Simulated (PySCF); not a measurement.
**[Eu(H2O)4]3+ at several levels of theory**

Computed with PySCF 2.14.0 (density fitting, no spin-orbit coupling) at the geometry relaxed with r2SCAN:

```xyz
13
[Eu(H2O)4]3+ (singlet in the valence; each metal's 4f electrons, 6 of them, lie in its core potential, out of spins and levels)
Eu    0.0000    0.0000    0.0000
O     1.4083    1.2802    1.3464
H     1.3497    1.4448    2.3169
H     2.2144    1.7841    1.0833
O    -1.4083   -1.3464    1.2802
H    -2.2145   -1.0833    1.7841
H    -1.3496   -2.3170    1.4449
O     1.4083   -1.2802   -1.3464
H     2.2144   -1.7841   -1.0833
H     1.3497   -1.4448   -2.3169
O    -1.4083    1.3464   -1.2802
H    -1.3496    2.3170   -1.4449
H    -2.2145    1.0833   -1.7841
```

```json
{"level": "r2SCAN", "basis": "Eu lcecp-1-SVP with ECP52, O def2-SVP, H def2-SVP", "state": "singlet", "HOMO (eV)": "-22.71", "gap (eV)": "6.82", "charge on Eu1 (e)": "1.76", "population of f-type functions on Eu1 (polarisation alone where 4f lies in the core)": "0.05", "dipole about the centre of mass (D)": "0.00", "largest force component (eV/Å)": "0.04"}
{"level": "r2SCAN", "basis": "Eu lcecp-1-TZVP with ECP52, O def2-TZVP, H def2-TZVP", "state": "singlet", "HOMO (eV)": "-22.71", "gap (eV)": "6.89", "charge on Eu1 (e)": "2.11", "population of f-type functions on Eu1 (polarisation alone where 4f lies in the core)": "0.07", "dipole about the centre of mass (D)": "0.00", "largest force component (eV/Å)": "0.24"}
```

In the lcecp rows the 4f levels are missing from HOMO and gap, and the state counts the valence alone.

Charges are Mulliken's, which hang on the basis. The relaxation used the grid (50, 194), these runs (75, 302) or, all-electron (x2c bases, spin-free X2C Hamiltonian), (99, 590).

(1) Order these levels, in the first row's basis, by the HOMO–LUMO gap they give here, smallest first.
A. BLYP
B. TPSSh
C. PBE0
D. CAM-B3LYP

(2) And their other results?

No frequency check is given that shows the relaxed geometry to be a minimum. An lcecp potential fixes the number of 4f electrons, so in runs with it no electron can move into or out of that shell.

Answers

(1) A (6.07 eV), B (7.51 eV), C (8.88 eV), D (11.56 eV).

(2) 
```tsv
level	state	HOMO (eV)	gap (eV)	charge on Eu1 (e)	population of f-type functions on Eu1 (polarisation alone where 4f lies in the core)	dipole about the centre of mass (D)	largest force component (eV/Å)
PBE0	singlet	-24.14	8.88	1.79	0.06	0.00	0.11
TPSSh	singlet	-23.10	7.51	1.75	0.05	0.00	0.14
CAM-B3LYP	singlet	-25.65	11.56	1.76	0.06	0.00	0.04
BLYP	singlet	-22.13	6.07	1.59	0.05	0.00	0.47
```
